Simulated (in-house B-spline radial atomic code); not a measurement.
**Ionising Ni VI (Ni5+) with different functionals**

Computed with a B-spline radial code for spherical atoms: non-relativistic Hamiltonian, point nucleus, spin-polarised at highest spin, spherical fractional occupations for the functionals, and exact exchange of hybrids averaged over the configuration. The ionisation energy is the difference of two self-consistent energies, [Ar] 3d5 → [Ar] 3d4, without Breit or QED terms; ε is the level of the shell that loses the electron (its least bound occupied spin orbital).

```json
{"method": "PBE0", "rung": "global hybrid", "ΔSCF (eV)": "?", "-ε(3d) (eV)": "?"}
{"method": "B3LYP", "rung": "global hybrid", "ΔSCF (eV)": "108.24", "-ε(3d) (eV)": "98.47"}
{"method": "TPSSh", "rung": "global hybrid", "ΔSCF (eV)": "108.12", "-ε(3d) (eV)": "96.89"}
{"method": "M06-2X", "rung": "global hybrid", "ΔSCF (eV)": "107.75", "-ε(3d) (eV)": "103.07"}
{"method": "BHandHLYP", "rung": "global hybrid", "ΔSCF (eV)": "108.17", "-ε(3d) (eV)": "102.91"}
{"method": "r2SCAN0", "rung": "global hybrid", "ΔSCF (eV)": "108.85", "-ε(3d) (eV)": "99.92"}
{"method": "B97-1", "rung": "global hybrid", "ΔSCF (eV)": "?", "-ε(3d) (eV)": "?"}
{"method": "HSE06", "rung": "range-separated hybrid", "ΔSCF (eV)": "108.17", "-ε(3d) (eV)": "98.76"}
{"method": "wB97X", "rung": "range-separated hybrid", "ΔSCF (eV)": "107.76", "-ε(3d) (eV)": "101.09"}
{"method": "CAM-B3LYP", "rung": "range-separated hybrid", "ΔSCF (eV)": "108.19", "-ε(3d) (eV)": "100.49"}
{"method": "LC-wPBE", "rung": "range-separated hybrid", "ΔSCF (eV)": "108.12", "-ε(3d) (eV)": "101.07"}
```

Q: What does PBE0 give?

A: ΔSCF 108.24 eV, and -ε(3d) = 99.24 eV.

Q: What does B97-1 give?

A: ΔSCF 108.09 eV, and -ε(3d) = 98.48 eV.

Q: Among the functionals, which spreads more, the ΔSCF values or the orbital energies?

A: The orbital energies: ΔSCF values span about 1.11 eV and the orbital energies 6.17 eV; here energy differences depend much less on the functional than eigenvalues do.

Q: How do they compare with the NIST value?

A: NIST lists 108 eV ± 1 (semi-empirical, ground level to ground level). Errors run from -0.25 to +0.85 eV; all lie within about twice that uncertainty, so the table can't rank the methods.
